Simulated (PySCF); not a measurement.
Which determinant of GaSb lies lowest?

Unrestricted PBE0; basis Ga def2-TZVPPD, Sb def2-TZVPPD with ECP28; scalar-relativistic core potentials; PySCF 2.14. Outer shells of the fragments: Ga 3d10 4s2 4p1; Sb 4d10 5s2 5p3.

Followed along the bond (rough minima from three points):

| 2Ms+1 | unpaired | ⟨S²⟩ at the start | R at minimum (Å) | Te (eV) |
| --- | --- | --- | --- | --- |
| 3 | π ↑↑ | 2.01 | 2.77 | 0.00 |
| 3 | σ ↑, π ↑ | 2.01 | 2.54 | 0.16 |
| 1 | π ↑↓ | 1.01 | 2.77 | 0.27 |
| 1 | σ ↓, π ↑ | 1.02 | 2.52 | 0.34 |
| 1 | none | 0.00 | 2.76 | 1.07 |

Solutions found at the starting distance of 2.570 Å, counted from the lowest of them; the search is not exhaustive and high or unbound solutions are not listed, so other states can lie among these:

```tsv
2Ms+1	unpaired	term	E (eV)	⟨S²⟩	⟨Lz²⟩	μ (D)
3	π ↑↑	³Σ⁻	0.00	2.01	0.00	-0.37
3	σ ↑, π ↑	³Π	0.04	2.01	1.01	-1.80
1	σ ↓, π ↑	mixed	0.22	1.02	1.01	-1.83
1	π ↑↓	mixed	0.27	1.01	2.02	-0.31
1	none	mixed	1.07	0.00	2.01	-0.06
1	none	¹Σ⁺	1.15	0.00	0.00	-2.79
```

A term symbol is given only where ⟨S²⟩ and ⟨Lz²⟩ are close to those of a pure state; real π, δ and φ orbitals otherwise mix terms. A positive dipole means Ga(−)Sb(+).

Question: Compare the gap between the two lowest followed solutions at the starting distance with the gap between their minima.

Answer: At PBE0 the second solution (triplet, unpaired electrons σ ↑, π ↑) lies +0.04 eV from the first (triplet, unpaired electrons π ↑↑) at 2.570 Å and +0.16 eV at the minima; the two curves relax by different amounts, since their minima lie near 2.54 and 2.77 Å.

Spin–orbit coupling is left out.
